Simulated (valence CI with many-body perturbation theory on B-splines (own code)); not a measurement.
## Energy levels of Pm⁴⁵⁺

Calculated by valence CI with perturbative core correlation (CI+MBPT): six valence electrons over a frozen Dirac-Fock core [Ne], radial functions for each j: 9 s, 9 p, 8 d, 6 f, 3 g, 1 h, with the one-electron correlation potential Σ1 (screened to all orders), the two-electron term Σ2, the three-electron term Σ3, Breit, model QED; selected single and double excitations, second order for the rest, scaled by the run's own slope (own B-spline code, finite nucleus).

The last digits are not significant, and no measured levels were compared; by estimate large intervals hold to a few tenths of a per cent, small ones and those within an open d or f shell to about a per cent. Among the levels kept, up to 1100 cm⁻¹ of a level comes from second order outside the variational space, and about a tenth of that is noise between levels of different J, which matters for small intervals.

Levels 1 to 39 of 39, with energies above the lowest level, (3s^2 3p1/2^2 3p3/2^2) J=2. "Leading %" is the weight of the configuration and term that name the level; weights of strongly mixed levels are sums over their largest components and can fall short, and the name can then belong to a minority configuration. In the jj column 3d3/2^4 stands for four electrons in 3d with j = 3/2.

```
No.  Configuration  Term  J  E (eV)  Leading %     Second component                       Leading jj
  1        3s2 3p4    3P  2    0.00         69      29 % 3s2 3p4 1D      3s^2 3p1/2^2 3p3/2^2 (99 %)
  2        3s2 3p4    1S  0   15.17         61      38 % 3s2 3p4 3P      3s^2 3p1/2^2 3p3/2^2 (98 %)
  3        3s2 3p4    3P  1  136.56         98                             3s^2 3p1/2 3p3/2^3 (98 %)
  4        3s2 3p4    1D  2  144.43         69      29 % 3s2 3p4 3P        3s^2 3p1/2 3p3/2^3 (98 %)
  5     3s2 3p3 3d   3F°  2  182.37         30  21 % 3s2 3p3 3d 3D°  3s^2 3p1/2^2 3p3/2 3d3/2 (97 %)
  6     3s2 3p3 3d   5D°  1  187.88         28  28 % 3s2 3p3 3d 3D°  3s^2 3p1/2^2 3p3/2 3d3/2 (96 %)
  7     3s2 3p3 3d   3P°  0  188.77         57  31 % 3s2 3p3 3d 5D°  3s^2 3p1/2^2 3p3/2 3d3/2 (98 %)
  8     3s2 3p3 3d   3F°  3  188.94         28  20 % 3s2 3p3 3d 3D°  3s^2 3p1/2^2 3p3/2 3d3/2 (93 %)
  9     3s2 3p3 3d   3F°  4  217.95         47  30 % 3s2 3p3 3d 5D°  3s^2 3p1/2^2 3p3/2 3d5/2 (98 %)
 10     3s2 3p3 3d   3P°  2  219.43         34  27 % 3s2 3p3 3d 3D°  3s^2 3p1/2^2 3p3/2 3d5/2 (90 %)
 11     3s2 3p3 3d   3D°  3  237.36         35  19 % 3s2 3p3 3d 1F°  3s^2 3p1/2^2 3p3/2 3d5/2 (89 %)
 12     3s2 3p3 3d   3D°  1  244.94         36  31 % 3s2 3p3 3d 3P°  3s^2 3p1/2^2 3p3/2 3d5/2 (93 %)
 13         3s 3p5   3P°  2  275.28         78   6 % 3s2 3p3 3d 5D°        3s 3p1/2^2 3p3/2^3 (78 %)
 14        3s2 3p4    3P  0  286.82         61      37 % 3s2 3p4 1S              3s^2 3p3/2^4 (97 %)
 15         3s 3p5   1P°  1  291.31         34      30 % 3s 3p5 3P°        3s 3p1/2^2 3p3/2^3 (63 %)
 16     3s2 3p3 3d   3F°  2  312.08         45  27 % 3s2 3p3 3d 5D°  3s^2 3p1/2 3p3/2^2 3d3/2 (97 %)
 17     3s2 3p3 3d   5D°  0  312.71         49  29 % 3s2 3p3 3d 1S°  3s^2 3p1/2 3p3/2^2 3d3/2 (95 %)
 18     3s2 3p3 3d   3D°  1  313.36         49  32 % 3s2 3p3 3d 5D°  3s^2 3p1/2 3p3/2^2 3d3/2 (90 %)
 19     3s2 3p3 3d   3F°  3  318.16         35  28 % 3s2 3p3 3d 3G°  3s^2 3p1/2 3p3/2^2 3d3/2 (94 %)
 20     3s2 3p3 3d   3G°  4  325.65         50  34 % 3s2 3p3 3d 1G°  3s^2 3p1/2 3p3/2^2 3d3/2 (98 %)
 21     3s2 3p3 3d   3F°  2  335.02         59  25 % 3s2 3p3 3d 1D°  3s^2 3p1/2 3p3/2^2 3d3/2 (93 %)
 22     3s2 3p3 3d   3D°  3  343.10         59  32 % 3s2 3p3 3d 5D°  3s^2 3p1/2 3p3/2^2 3d5/2 (84 %)
 23     3s2 3p3 3d   5D°  4  345.11         50  21 % 3s2 3p3 3d 3G°  3s^2 3p1/2 3p3/2^2 3d5/2 (98 %)
 24     3s2 3p3 3d   3D°  3  348.62         45  29 % 3s2 3p3 3d 3F°  3s^2 3p1/2 3p3/2^2 3d3/2 (78 %)
 25     3s2 3p3 3d   3P°  2  351.24         35  21 % 3s2 3p3 3d 3D°  3s^2 3p1/2 3p3/2^2 3d3/2 (84 %)
 26     3s2 3p3 3d   3D°  1  352.02         31  26 % 3s2 3p3 3d 1P°  3s^2 3p1/2 3p3/2^2 3d5/2 (55 %)
 27     3s2 3p3 3d   3F°  4  354.63         71  27 % 3s2 3p3 3d 1G°  3s^2 3p1/2 3p3/2^2 3d5/2 (98 %)
 28     3s2 3p3 3d   3P°  0  355.31         46  44 % 3s2 3p3 3d 1S°  3s^2 3p1/2 3p3/2^2 3d5/2 (89 %)
 29     3s2 3p3 3d   3P°  1  355.87         49  24 % 3s2 3p3 3d 3S°  3s^2 3p1/2 3p3/2^2 3d3/2 (48 %)
 30     3s2 3p3 3d   3G°  5  357.45         99                       3s^2 3p1/2 3p3/2^2 3d5/2 (99 %)
 31     3s2 3p3 3d   1P°  1  365.34         38  36 % 3s2 3p3 3d 3D°  3s^2 3p1/2 3p3/2^2 3d3/2 (79 %)
 32     3s2 3p3 3d   3D°  2  371.30         49  24 % 3s2 3p3 3d 3P°  3s^2 3p1/2 3p3/2^2 3d5/2 (98 %)
 33    3s2 3p2 3d2    3F  2  371.76         38  27 % 3s2 3p2 3d2 5G      3s^2 3p1/2^2 3d3/2^2 (96 %)
 34     3s2 3p3 3d   3F°  3  376.98         35  33 % 3s2 3p3 3d 1F°  3s^2 3p1/2 3p3/2^2 3d5/2 (98 %)
 35     3s2 3p3 3d   3D°  2  379.52         43  16 % 3s2 3p3 3d 3F°  3s^2 3p1/2 3p3/2^2 3d5/2 (90 %)
 36     3s2 3p3 3d   1P°  1  383.54         31  23 % 3s2 3p3 3d 3S°  3s^2 3p1/2 3p3/2^2 3d5/2 (82 %)
 37     3s2 3p3 3d   1F°  3  385.81         47  17 % 3s2 3p3 3d 3D°  3s^2 3p1/2 3p3/2^2 3d5/2 (87 %)
 38    3s2 3p2 3d2    3P  0  388.65         55  31 % 3s2 3p2 3d2 5D      3s^2 3p1/2^2 3d3/2^2 (92 %)
 39     3s2 3p3 3d   1D°  2  391.44         39  36 % 3s2 3p3 3d 3P°  3s^2 3p1/2 3p3/2^2 3d5/2 (89 %)
```

The ionisation energy to 3s2 3p3 2P°_3/2 of the next ion comes out as 3720.3 eV (NIST: 3718 ± 4 eV (theoretical)). All 39 levels together are meant to be complete up to 398.87 eV.
